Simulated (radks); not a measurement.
The numbers below are computed, except where a source is named.
All-electron atom: Ca II in [Ar] 4s1. Code: a radial shooting solver on a logarithmic mesh with Libxc functionals. Model: non-relativistic Kohn-Sham, PBE, spin-polarised, spherical densities, point nucleus; open shells are filled with parallel spins first.

Normalised radial functions P(r) = r R(r), r in bohr:

r,3s down,3p down,4s up
0.009585,0.1422,0.0071,0.0448
0.01098,0.1582,0.0092,0.0498
0.01258,0.1752,0.0118,0.0552
0.01441,0.1930,0.0153,0.0608
0.01638,0.2102,0.0193,0.0662
0.01877,0.2285,0.0248,0.0720
0.0215,0.2463,0.0317,0.0776
0.02464,0.2628,0.0403,0.0828
0.028,0.2762,0.0504,0.0870
0.03208,0.2870,0.0635,0.0904
0.03675,0.2929,0.0796,0.0922
0.04211,0.2921,0.0992,0.0919
0.04786,0.2835,0.1211,0.0892
0.05483,0.2643,0.1486,0.0830
0.06282,0.2327,0.1805,0.0730
0.07197,0.1871,0.2168,0.0585
0.0818,0.1305,0.2548,0.0406
0.09371,0.0557,0.2981,0.0169
0.1074,-0.0330,0.3430,-0.0111
0.123,-0.1325,0.3871,-0.0426
0.1398,-0.2314,0.4248,-0.0737
0.1602,-0.3350,0.4568,-0.1062
0.1835,-0.4272,0.4753,-0.1348
0.2102,-0.4967,0.4743,-0.1559
0.2389,-0.5300,0.4504,-0.1653
0.2738,-0.5206,0.3954,-0.1604
0.3136,-0.4562,0.3066,-0.1376
0.3593,-0.3333,0.1829,-0.0958
0.4084,-0.1668,0.0372,-0.0403
0.4679,0.0533,-0.1421,0.0317
0.5361,0.2991,-0.3353,0.1100
0.6142,0.5453,-0.5273,0.1846
0.698,0.7528,-0.6921,0.2414
0.7997,0.9219,-0.8336,0.2764
0.9162,1.0172,-0.9247,0.2758
1.05,1.0289,-0.9557,0.2339
1.193,0.9674,-0.9287,0.1570
1.367,0.8411,-0.8471,0.0419
1.566,0.6774,-0.7254,-0.0960
1.794,0.5041,-0.5823,-0.2413
2.039,0.3540,-0.4455,-0.3702
2.336,0.2234,-0.3132,-0.4839
2.676,0.1283,-0.2043,-0.5621
3.066,0.0664,-0.1226,-0.5974
3.485,0.0320,-0.0694,-0.5859
3.993,0.0129,-0.0339,-0.5270
4.574,0.0044,-0.0145,-0.4339
5.241,0.0013,-0.0054,-0.3272
5.957,0.0003,-0.0018,-0.2307
6.824,0.0001,-0.0005,-0.1437
7.819,0.0000,-0.0001,-0.0793
8.958,0.0000,0.0000,-0.0381
10.18,0.0000,0.0000,-0.0166
11.66,0.0000,0.0000,-0.0058

3s down: eigenvalue -53.458 eV, 2 radial nodes at r = 0.102, 0.454 bohr, <r> = 1.16 bohr, 90 % of the charge inside 1.74 bohr. 3p down: eigenvalue -34.786 eV, 1 radial node at r = 0.421 bohr, <r> = 1.27 bohr, 90 % of the charge inside 1.95 bohr. 4s up: eigenvalue -9.303 eV, 3 radial nodes at r = 0.102, 0.442, 1.43 bohr, <r> = 3.59 bohr, 90 % of the charge inside 5.27 bohr.
